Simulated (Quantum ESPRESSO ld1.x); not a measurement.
The numbers below are computed, except where a source is named.
The mean radii <r> (bohr) of the occupied orbitals of an atom or ion are listed with their occupations. Level of theory: non-relativistic Kohn-Sham, PBEsol, spin-unpolarised, spherical densities, point nucleus (ld1.x of Quantum ESPRESSO 7.5).

orbital  occ.      <r>
1s          2  0.05487
2s          2   0.2485
2p          6   0.2167
3s          2   0.7504
3p          6   0.7832
3d          8    1.004
4s          2    2.836

Name the element and its charge.

Answer. Z = 28, nickel, charge 0: Ni in [Ar] 3d8 4s2. The 1s radius gives Z: for a bare nucleus <r> = 1.5/Z, 0.05357 bohr for Z = 28, and screening makes it slightly larger (0.05487 here). The occupations add up to 28, and the charge is Z minus that.
